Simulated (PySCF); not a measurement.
Electronic structure of Sn (tin, neutral) at the UHF level

Configuration: [Kr] 4d10 5s2 5p2, high-spin 3P determinant. All numbers are calculated (PySCF 2.14, a scalar-relativistic core potential, in cc-pVDZ-PP with ECP28MDF).

```json
{
  "Total energy": "-213.334807 hartree",
  "One-electron energy": "-376.1119 hartree",
  "Hartree (Coulomb) energy": "179.9115 hartree",
  "Exchange energy": "-17.1344 hartree",
  "⟨S²⟩": "2.0102",
  "⟨L²⟩": "2.026",
  "Sum of ⟨r⟩": "29.38 bohr",
  "Sum of ⟨r²⟩": "58.53 bohr²",
  "Traceless quadrupole moment −½Σ⟨3z² − r²⟩ along its main axis": "4.73 e·bohr²",
  "Time after the integrals": "0.04 s of wall time on 1 thread of AMD EPYC 9R45 96-Core Processor (shared host)"
}
```

```
shell  electrons  mean orbital energy (eV)  spread (eV)  rms radius, mean of both spins (bohr)
 4s α          1                   -159.43            0                                  0.879
 4s β          1                   -159.25            0                                  0.879
 4p α          3                   -110.06        0.124                                  0.953
 4p β          3                   -109.88        0.433                                  0.953
 4d α          5                   -35.610        0.321                                   1.18
 4d β          5                   -35.425        0.512                                   1.18
 5s α          1                   -15.584            0                                   2.65
 5s β          1                   -12.002            0                                   2.65
 5p α          2                    -7.229            0                                   3.43
```

Energies and moments cover only the electrons outside the core potential.
